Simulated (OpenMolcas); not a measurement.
## Er3+ in MgO

Er3+ with its 6 nearest oxide ions at 2.212 Å, on the Mg site of MgO (a = 4.2112 Å, distance in the model lattice 2.106 Å). The rest of the host is ab initio model potentials to 7.6 Å, with orthogonalisation functions on the cations behind the ligands, and point charges beyond; the distance is set by hand and nothing relaxes, and no local charge compensation is placed. Ligand basis ANO-RCC-VDZP.

* Program: OpenMolcas
* Method: CASSCF
* Basis: ANO-RCC-VDZP [7s6p4d2f1g]
* Scalar Hamiltonian: DKH2, point nucleus
* Active space: 11 electrons in 7 orbitals (4f)
* State averaging: 2S+1 = 4 odd, 35 roots (30 in the spin-orbit step); 2S+1 = 2 odd, 35 roots kept (CI in the orbitals of an earlier block)
* Spin-orbit coupling: state interaction with AMFI integrals over the reference wave functions

The lowest spin-free states (labels of O, the rotations of Oh), above the lowest:

| State | Degeneracy | E (cm-1) | Free-ion L (%) |
| --- | --- | --- | --- |
| 4A1 | 1 | 0.0 | I (100) |
| 4T2 | 3 | 58.5 | I (100) |
| 4T1 | 3 | 75.6 | I (100) |
| 4E | 2 | 545.4 | I (100) |
| 4T2 | 3 | 617.9 | I (100) |
| 4A2 | 1 | 727.0 | I (100) |
| 4A2 | 1 | 17841 | F (100) |
| 2T1 | 3 | 17876 | H (100) |
| 2T2 | 3 | 17938 | H (100) |
| 2E | 2 | 18034 | H (100) |
| 2T1 | 3 | 18054 | H (100) |
| 4T2 | 3 | 18142 | F (100) |
| 4A1 | 1 | 18240 | S (99) |
| 4T1 | 3 | 18632 | F (100) |
| 2E | 2 | 23680 | G (97) |
| 2A1 | 1 | 23681 | G (100) |
| 2T1 | 3 | 23710 | G (98) |
| 2T2 | 3 | 23882 | G (96) |

The lowest levels with spin-orbit coupling:

```csv
E (cm-1),Degeneracy,Label,2S+1,J,|mJ| (%),g
0.0,4,Γ8,4,7.49,11/2 (46),
70.8,2,Γ7,4,7.49,13/2 (40),6.77 6.77 6.77
109.5,4,Γ8,4,7.49,13/2 (30),
502.5,2,Γ6,4,7.49,1/2 (52),5.96 5.96 5.96
546.2,4,Γ8,4,7.49,15/2 (33),
6639,2,Γ6,4,6.49,9/2 (69),5.54 5.54 5.54
6686,4,Γ8,4,6.48,7/2 (34),
6722,2,Γ7,4,6.48,11/2 (44),3.74 3.74 3.74
7015,4,Γ8,4,6.49,1/2 (41),
7017,2,Γ7,4,6.49,3/2 (44),4.38 4.38 4.38
10785,2,Γ6,4 (90 %),5.49,7/2 (73),3.58 3.58 3.58
10808,4,Γ8,4 (89 %),5.48,9/2 (41),
11009,2,Γ7,4 (89 %),5.50,3/2 (46),3.50 3.50 3.50
11018,4,Γ8,4 (88 %),5.49,1/2 (44),
13363,4,Γ8,4 (77 %),4.49,7/2 (47),
13611,2,Γ6,4 (75 %),4.49,1/2 (58),2.87 2.87 2.87
13704,4,Γ8,4 (76 %),4.50,3/2 (32),
18907,4,Γ8,4 (74 %),4.49,7/2 (43),
19065,4,Γ8,4 (74 %),4.49,3/2 (41),
19189,2,Γ6,4 (73 %),4.50,1/2 (58),4.36 4.36 4.36
```

Powder χT (cm3 K/mol): 7.7 at 2 K, 8.12 at 10 K, 9.82 at 50 K, 10.6 at 100 K, 10.9 at 200 K, 11.1 at 300 K. The effective moment at 300 K is 2.828 √(χT) = 9.42 μB.

Hund's rules give f11 the level 4I15/2 with g = 1.200, so an isolated free-ion multiplet has χT = g² J(J+1) / 8 = 11.475 cm3 K/mol. The computed 11.102 at 300 K differs by -3 %, through the field's splitting, the mixing of terms and any other multiplet in reach.

Stevens parameters of the J = 15/2 multiplet, which is 546 cm-1 wide (cm-1, z along the main axis): B40 = 1.605e-02, B44 = 8.018e-02, B60 = 3.181e-05, B64 = -6.697e-04.

Metal share of the active 4f orbitals (Löwdin): 99, 99, 99, 100, 100, 100, 100 %; Mulliken charge of the metal 2.09.

High states are left out of the spin-orbit mixing, which shifts the levels that they would mix with. Without dynamic correlation the ligand-field splitting of an f shell can come out too small, at times by half. The first state left out of the spin-orbit step lies near 33000 cm-1 above the lowest spin-free state of the reference (among the parities and spins computed), and the lists stop at four fifths of that energy or lower. No measured value stands beside these numbers; the geometry was set by hand and not optimised.

The RASSCF and RASSI steps took 53 s on 1 thread of Arm Neoverse V1 (shared host); the integral step is not counted.
